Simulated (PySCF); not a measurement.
**Deuteron quadrupole couplings in `CC[C@@H]1C[C@@H]2C=C[C@@]1(F)C2`**

C₉H₁₃F.
SMILES with atom numbers: `[CH3:1][CH2:2][C@@H:3]1[CH2:4][C@@H:5]2[CH:6]=[CH:7][C@@:8]1([F:9])[CH2:10]2` (hydrogens: H11, H12, H13 on C1; H14, H15 on C2; H16 on C3; H17, H18 on C4; H19 on C5; H20 on C6; H21 on C7; H22, H23 on C10)

Structure used (GFN2-xTB), in Å, numbered top down from 1:
```
atom  x, y, z in Å
C1    -2.7137   -0.4130   -0.7665
C2    -1.4510   -0.9070   -0.0704
C3    -0.5522    0.2461    0.3687
C4     0.1459    0.9989   -0.7812
C5     1.6489    0.9053   -0.4141
C6     2.0209   -0.5475   -0.5712
C7     1.4341   -1.2214    0.4098
C8     0.6652   -0.2106    1.2182
F9     0.3156   -0.6082    2.4832
C10    1.5833    1.0111    1.1141
H11   -3.2981    0.2158   -0.0985
H12   -2.4655    0.1678   -1.6518
H13   -3.3309   -1.2544   -1.0721
H14   -0.8962   -1.5660   -0.7418
H15   -1.7285   -1.4852    0.8139
H16   -1.1438    0.9327    0.9813
H17   -0.0484    0.5347   -1.7473
H18   -0.1707    2.0398   -0.8285
H19    2.2818    1.6192   -0.9355
H20    2.6026   -0.9369   -1.3862
H21    1.4227   -2.2759    0.6081
H22    2.5448    0.8519    1.5991
H23    1.1285    1.9299    1.4786
```

Level: PBE0/pcSseg-1 (PySCF, non-relativistic); Q(2H) = 0.00286 b; rigid geometry, the same for H and D, with no vibrational averaging.

Question: Rank these positions by the coupling χzz of a deuteron there, largest first.
A. H16 (methine hydrogen)
B. H20 (vinylic hydrogen)
C. H23 (methylene hydrogen)

Answer: B (231 kHz), C (210 kHz), A (200 kHz).

Tabulate Vzz, the asymmetry η and χzz = 234.96 MHz × Q × Vzz for every hydrogen position.

| atom | bonded to | bond length (Å) | Vzz (au) | η | χzz (kHz) |
| --- | --- | --- | --- | --- | --- |
| H11 | C1 | 1.088 | 0.3151 | 0.02 | 212 |
| H12 | C1 | 1.087 | 0.3157 | 0.02 | 212 |
| H13 | C1 | 1.087 | 0.3169 | 0.01 | 213 |
| H14 | C2 | 1.092 | 0.3017 | 0.02 | 203 |
| H15 | C2 | 1.092 | 0.3017 | 0.02 | 203 |
| H16 | C3 | 1.094 | 0.2983 | 0.02 | 200 |
| H17 | C4 | 1.089 | 0.3089 | 0.01 | 208 |
| H18 | C4 | 1.089 | 0.3112 | 0.00 | 209 |
| H19 | C5 | 1.087 | 0.3144 | 0.01 | 211 |
| H20 | C6 | 1.074 | 0.3434 | 0.04 | 231 |
| H21 | C7 | 1.073 | 0.3457 | 0.04 | 232 |
| H22 | C10 | 1.089 | 0.3098 | 0.01 | 208 |
| H23 | C10 | 1.088 | 0.3118 | 0.02 | 210 |

How does χzz go with the bond length over the 13 C–H bonds?

A straight-line fit has a slope of -15.3 kHz for each 0.01 Å, with a correlation coefficient of -1.00, over lengths from 1.073 to 1.094 Å. The longer bonds have the smaller couplings here.

The structure is a single GFN2-xTB conformer in the gas phase; no vibrational or solvent corrections. GFN2-xTB bond lengths can be off by several hundredths of an ångström, more for odd bonds, and the gradients follow them. The small basis limits the accuracy of the gradients.
